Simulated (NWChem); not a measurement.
# C3H5ClSi; SMILES C=C=C([SiH3])Cl

```xyz
10

C     -0.3126    -2.6771     0.0000
C     -0.1140    -1.3845     0.0000
C      0.0351    -0.0828     0.0000
Si    -1.3874     1.1478     0.0000
Cl     1.6367     0.6387     0.0000
H     -0.3959    -3.2383    -0.9372
H     -0.3959    -3.2383     0.9372
H     -2.6750     0.3953     0.0000
H     -1.2914     2.0096    -1.2146
H     -1.2914     2.0096     1.2146
```
Atoms are numbered in this order, from 1.

All runs: NWChem. Medium grid unless said otherwise, to which SCAN and Minnesota functionals are sensitive. All runs use the structure optimised with PBE0/def2-SVP. B3LYP is NWChem's, with the RPA form of VWN correlation.

**Question.** Order these by “dipole (D)”, lowest first: CAM-B3LYP/def2-TZVP; PBE/def2-TZVP; B3LYP/def2-TZVP.

**Answer.** PBE/def2-TZVP (1.62), B3LYP/def2-TZVP (1.70), CAM-B3LYP/def2-TZVP (1.76)
